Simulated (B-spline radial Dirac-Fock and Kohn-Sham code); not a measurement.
# Relativistic shifts of the levels of Al⁵⁺

System: aluminum as Al⁵⁺, [He] 2s2 2p4.

Both columns are ΔSCF binding energies of the configuration average from a radial B-spline solver: non-relativistic Hartree-Fock with a point nucleus, and Dirac-Fock with a finite nucleus and the Coulomb interaction alone, averaged over the two j levels with weights 2j+1.

```tsv
shell	Hartree-Fock (eV)	Dirac-Fock (eV)	shift (eV)	shift (%)
1s	1703.7	1707.3	+3.65	+0.21
2s	232.0	232.6	+0.65	+0.28
2p	194.2	194.2	+0.05	+0.03
```

Relativity binds 1s, 2s, 2p more strongly, among those listed most of all 2s in relative terms.

Values without a named source are computed, but for edge energies of neutral atoms, which are taken from tables.
